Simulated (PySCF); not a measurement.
Highest orbital energy against ionisation energy along the 5p block

Calculated with PySCF 2.14, no spin-orbit coupling. Each cell gives −ε(HOMO) / ΔSCF in eV; NIST values include spin-orbit coupling, (s) semi-empirical, (t) theoretical.

| species | UHF | LDA | PBE | PBE0 | r2SCAN | NIST (lowest levels) |
| --- | --- | --- | --- | --- | --- | --- |
| In²⁺ (aug-cc-pVQZ-DK3, spin-free X2C) | 26.778 / 26.627 | 24.517 / 28.951 | 24.119 / 28.544 | 24.958 / 28.194 | 24.344 / 28.212 | 28.044 |
| Sn²⁺ (aug-cc-pVQZ-DK3, spin-free X2C) | 28.780 / 28.522 | 26.503 / 31.142 | 26.061 / 30.666 | 26.974 / 30.325 | 26.233 / 30.288 | 30.506 |
| Sb²⁺ (aug-cc-pVQZ-DK3, spin-free X2C) | 24.442 / 24.145 | 20.592 / 24.938 | 20.494 / 24.703 | 21.656 / 24.741 | 20.869 / 24.858 | 25.323 |
| Te²⁺ (aug-cc-pVQZ-DK3, spin-free X2C) | 27.342 / 26.959 | 23.068 / 27.717 | 22.974 / 27.483 | 24.260 / 27.554 | 23.404 / 27.674 | 27.84 ± 0.04 |
| I²⁺ (aug-cc-pVQZ-DK3, spin-free X2C) | 30.323 / 29.862 | 25.563 / 30.508 | 25.487 / 30.295 | 26.910 / 30.412 | 25.998 / 30.564 | 29.57 ± 0.025 |
| Xe²⁺ (aug-cc-pVQZ-DK3, spin-free X2C) | 30.051 / 29.369 | 25.917 / 30.847 | 25.728 / 30.491 | 27.084 / 30.513 | 26.057 / 30.506 | 31.05 ± 0.04 (s) |

Problem. How far is −ε(HOMO) from ΔSCF on average for each method, and why?

Solution. UHF 0.37 eV; LDA -4.66 eV; PBE -4.55 eV; PBE0 -3.32 eV; r2SCAN -4.20 eV. Hartree-Fock orbital energies lack relaxation and so exceed the ΔSCF value; semilocal functionals have convex E(N) from self-interaction, so their HOMO lies far too high; exact exchange moves hybrids part of the way back.
